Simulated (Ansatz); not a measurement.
Correlation energies of `F[SiH2]N[Si](F)(Cl)Cl` by basis set

```xyz
10

F     2.6121   -0.1063    0.0249
Si    1.3511    0.8694   -0.0375
N    -0.0512    0.0461   -0.6052
Si   -1.2352   -0.7833    0.2773
F    -0.6827   -0.9706    1.7453
Cl   -2.9849    0.2319    0.4150
Cl   -1.6255   -2.5983   -0.5318
H     1.6826    1.9331   -1.0086
H     1.0989    1.3587    1.3306
H    -0.1652    0.0193   -1.6099
```

The species carries charge 0 and has multiplicity 1. The geometry is a stationary point of PBE0-D4/def2-TZVP. It is one conformer, not always the lowest. Frozen core, restricted reference, Ansatz 0.2.0. CBS rows extrapolate triple and quadruple zeta; past MP2 they add the triple-zeta difference.

```
     basis      HF (Eh)  MP2 corr.  CCSD corr.       (T)  CCSD(T) total
  def2-SVP  -1751.56320   -0.97957    -1.02909  -0.02085    -1752.61314
def2-TZVPP  -1752.43227   -1.31084    -1.36049  -0.04958    -1753.84234
def2-QZVPP  -1752.48915   -1.43391           –         –              –
 CBS(def2)  -1752.49698   -1.52507    -1.57472     as TZ    -1754.12128
```
